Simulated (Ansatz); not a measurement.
Species: C$_{4}$H$_{7}$ClSi, SMILES `C=C/C([SiH3])=C/Cl` (C–C–C–Si torsion 0°) (charge 0, multiplicity 1), formula C$_{4}$H$_{7}$ClSi.

Problem. How many basis functions does frozen-core CCSD(T)/cc-pVTZ // CAM-B3LYP-D3(BJ)/def2-TZVP run with Ansatz (a program for electronic structure) use, how many core orbitals are frozen, and how many electrons are correlated?

Solution. 286 basis functions and 14 frozen orbitals, which leaves 34 correlated electrons. Core time is of the order of minutes.
